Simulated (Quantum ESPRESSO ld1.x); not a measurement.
Tb III, 63 electrons, occupied as [Kr] 4d10 4f9 5p6 5d2 (not the ground configuration).

All-electron calculation, Dirac Kohn-Sham, exchange-only LDA, spin-unpolarised, spherical densities, point nucleus; open shells fill j = l - 1/2 first. Program: ld1.x of Quantum ESPRESSO 7.5.

Energy parts (eV):
part               energy
total             -318387
kinetic            348293
electron-nucleus  -783063
Hartree            122974
exchange            -6591

Orbitals (lengths in bohr, moments of r in powers of bohr):
1s1/2: occ. 2; eigenvalue (eV) -51777.179; <r^4> 1.066e-06
2s1/2: occ. 2; eigenvalue (eV) -8595.474; <r^4> 0.0001678
2p1/2: occ. 2; eigenvalue (eV) -8172.023; <r^4> 0.0001035
2p3/2: occ. 4; eigenvalue (eV) -7426.236; <r^4> 0.0001371
3s1/2: occ. 2; eigenvalue (eV) -1920.377; <r^4> 0.006493
3p1/2: occ. 2; eigenvalue (eV) -1735.911; <r^4> 0.005878
3p3/2: occ. 4; eigenvalue (eV) -1582.023; <r^4> 0.007256
3d3/2: occ. 4; eigenvalue (eV) -1263.213; <r^4> 0.005207
3d5/2: occ. 6; eigenvalue (eV) -1229.604; <r^4> 0.005557
4s1/2: occ. 2; eigenvalue (eV) -395.436; <r^4> 0.1607
4p1/2: occ. 2; eigenvalue (eV) -323.226; <r^4> 0.1824
4p3/2: occ. 4; eigenvalue (eV) -288.861; <r^4> 0.2258
4d3/2: occ. 4; eigenvalue (eV) -169.764; <r^4> 0.3223
4d5/2: occ. 6; eigenvalue (eV) -163.563; <r^4> 0.3454
4f5/2: occ. 6; eigenvalue (eV) -22.845; <r^4> 2.464
4f7/2: occ. 3; eigenvalue (eV) -22.030; <r^4> 2.660
5s1/2: occ. 0; eigenvalue (eV) -66.049; <r^4> 5.400
5p1/2: occ. 2; eigenvalue (eV) -45.959; <r^4> 8.827
5p3/2: occ. 4; eigenvalue (eV) -41.143; <r^4> 11.35
5d3/2: occ. 2; eigenvalue (eV) -15.797; <r^4> 62.15
5d5/2: occ. 0; eigenvalue (eV) -15.389; <r^4> 67.44
5f5/2: occ. 0; eigenvalue (eV) -4.057; <r^4> 4585
5f7/2: occ. 0; eigenvalue (eV) -4.051; <r^4> 4626
6p1/2: occ. 0; eigenvalue (eV) -11.039; <r^4> 435.2
6p3/2: occ. 0; eigenvalue (eV) -10.406; <r^4> 527.8
6d3/2: occ. 0; eigenvalue (eV) -5.573; <r^4> 2915
6d5/2: occ. 0; eigenvalue (eV) -5.506; <r^4> 3060

The highest occupied level is 5d3/2 at -15.797 eV. The configuration is held as typed, so some empty levels lie below it. Summed over all electrons, <r^2> = 44.81 bohr^2, which gives a Langevin (diamagnetic) susceptibility term of -35.5 x 10^-6 cm^3/mol.
